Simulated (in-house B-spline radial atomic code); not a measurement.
Radial electron density of the iron ion Fe³⁺, [Ar] 3d5. Level of theory: scalar-relativistic (X2C) LDA PW92, spin-polarised, spherical fractional occupations, Fermi nucleus of rms radius 3.7377 fm; calculated with a B-spline radial code for spherical atoms.

One-electron X2C: radii and densities carry no picture-change correction, so inner-shell <1/r> comes out high (for 1s by about 2 % at Z = 33, 5 % at 54, 10 % at 75, 30 % at 118) and <r> low.

Columns: r (bohr), 4πr²n(r) (electrons per bohr), bar.

```
 0.00225   0.8692 #
 0.00269    1.189 ##
 0.00321    1.616 ##
 0.00384    2.194 ###
 0.00459    2.959 ####
 0.00549    3.965 #####
 0.00657    5.274 #######
 0.00785    6.927 #########
 0.00939    9.003 ###########
  0.0112    11.49 ###############
  0.0134    14.46 ##################
   0.016    17.78 #######################
  0.0192    21.44 ###########################
  0.0229    24.93 ################################
  0.0274    28.08 ####################################
  0.0328    30.36 ######################################
  0.0392    31.34 ########################################
  0.0469    30.82 #######################################
   0.056    29.01 #####################################
   0.067    26.59 ##################################
  0.0801    24.72 ###############################
  0.0958    24.56 ###############################
   0.115    26.75 ##################################
   0.137    30.44 #######################################
   0.164    33.92 ###########################################
   0.196     34.7 ############################################
   0.234    31.45 ########################################
    0.28    24.86 ################################
   0.335    17.83 #######################
     0.4    13.61 #################
   0.478    13.27 #################
   0.572    15.23 ###################
   0.684    16.49 #####################
   0.818    15.16 ###################
   0.978    11.58 ###############
    1.17    7.361 #########
     1.4    3.929 #####
    1.67    1.806 ##
       2   0.6954 #
    2.39    0.228 
    2.86  0.05975 
    3.42  0.01185
```

On this grid the curve has 3 maxima, near 0.0392, 0.196, 0.684 bohr.

The 3p down radial function P(r) = rR(r), positive near the nucleus:

```tsv
r (bohr)	P
0.00225	0.001208
0.00321	0.002329
0.00459	0.004518
0.00657	0.008764
0.00939	0.01685
0.0134	0.03194
0.0192	0.05983
0.0274	0.1081
0.0392	0.188
0.056	0.3064
0.0801	0.4553
0.115	0.5874
0.164	0.5927
0.234	0.3418
0.335	-0.2094
0.478	-0.8408
0.684	-1.164
0.978	-0.9762
1.4	-0.5198
2	-0.165
2.86	-0.02609
```
